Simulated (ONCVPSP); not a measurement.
# Sn (Z = 50): one change to an ONCV potential, before and after

ONCVPSP 4.0.1 input, shortened (lines: element, Z, core and valence counts, functional; n l f; lmax; l rc ep ncon nbas qcut; lloc lpopt rc5 dvloc0; l nproj debl; icmod fcfact rcfact), revPBE, scalar-relativistic:

```
  Sn 50.00    7    4  -102130      upf
    1    0    2.00
    2    0    2.00
    2    1    6.00
    3    0    2.00
    3    1    6.00
    3    2   10.00
    4    0    2.00
    4    1    6.00
    4    2   10.00
    5    0    1.75
    5    1    2.25
    2
    0    2.15    0.00    5   10    2.50
    1    1.50    0.00    4    9    9.30
    2    1.40    0.00    4    8   13.70
    4    5    1.30    0.00
    0    2    2.80
    1    2    1.30
    2    3    3.00
    0    0.00    0.00
```

Change: all radii scaled by about 0.80 (s 1.72, p 1.20, d 1.12 bohr); local potential polynomial inside 1.04 bohr (lpopt 5, dvloc0 0 Ha).

Cutoffs: the cutoffs (Ha) at which the residual kinetic energy of the hardest occupied pseudo-wave falls to 1 and 0.1 mHa per electron; they do not see the model core or the augmentation charge, which bear on the density cutoff. Errors are all-electron minus pseudo energies relative to the spin-unpolarised reference configuration.

Question: Predict the effect on cutoff, ghosts and configuration errors.

Answer: The potential gets neither clearly harder nor softer (48 Ha and 61 Ha → 48 Ha and 92 Ha); both files keep a bound ghost (s); of the 4 tests that both files solve, the error grows in 1 and shrinks in 2 by more than 15 % and 0.3 meV (median size 4.6 → 3.4 meV).

| quantity | base | changed |
| --- | --- | --- |
| cutoff, loose | 48 Ha | 48 Ha |
| cutoff, tight | 61 Ha | 92 Ha |
| loose cutoff by channel | s 36 Ha, p 25 Ha, d 48 Ha | s 24 Ha, p 31 Ha, d 48 Ha |
| bound ghosts | s | s |
| GHOST(+) flags under 300 eV | none | s at 140.8 eV |
| error for 4p6 4d10 5s2 5p2, meV [ΔE -1.72 eV] | -0.2 | -0.1 |
| error for 4p6 4d10 5s2 5p1, meV [ΔE 5.09 eV] | -2.3 | -1.8 |
| error for 4p6 4d10 5s2 5p0, meV [ΔE 18.93 eV] | -6.8 | -5.0 |
| error for 4p6 4d9 5s2 5p3, meV [ΔE 22.78 eV] | -16 | -32 |

Changed file: The cutoffs count occupied waves only; projector 2 of the s channel, the hardest unoccupied one, needs 121 Ha at the loose tolerance. A true bound ghost makes a file unfit for plane-wave use even where its test errors are small: the radial tests pick states by their node count and pass the ghost by.
